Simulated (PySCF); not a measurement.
NMR parameters of (LiCl)3 ring

(LiCl)3 ring, Cl3Li3.

Geometry:
```
atom   x (Å)   y (Å)   z (Å)
 Li1   1.454   0.514  -1.159
 Cl2  -0.328   1.645  -1.641
 Li3  -1.722   0.819  -0.203
 Cl4  -1.782  -0.659   1.377
 Li5   0.273  -1.338   1.362
 Cl6   2.104  -0.982   0.264
```

GIAO calculations in PySCF 2.14.0 with density-fitted response routines on the PBE0-D3(BJ)/def2-SVP structure: isolated species, non-relativistic, equivalent atoms averaged; basis pcSseg-1.

(1) Give the isotropic shieldings (ppm) with B3LYP, PBE0.

(2) And the chemical shifts, against references computed in the same way?

(3) Which part of the shielding of Cl2/Cl4/Cl6 depends on the functional?

## Answers

(1) 
| atoms | environment | B3LYP | PBE0 |
| --- | --- | --- | --- |
| Cl2/Cl4/Cl6 | chlorine bonded to 2 Li | 1037 | 1045 |
| Li1/Li3/Li5 | lithium bonded to 2 Cl | 89.0 | 89.7 |
| HOMO–LUMO gap (eV) | – | 7.33 | 7.89 |

(2) 
```
      atoms  nucleus, reference  B3LYP  PBE0
Cl2/Cl4/Cl6      $^{35}$Cl, HCl   -107  -102
```

(3) Diamagnetic: B3LYP 1150, PBE0 1150 ppm; paramagnetic: B3LYP -113, PBE0 -104 ppm. The diamagnetic part, set mainly by inner electrons, hardly moves; the paramagnetic part goes with low-lying magnetically allowed excitations and carries the spread.
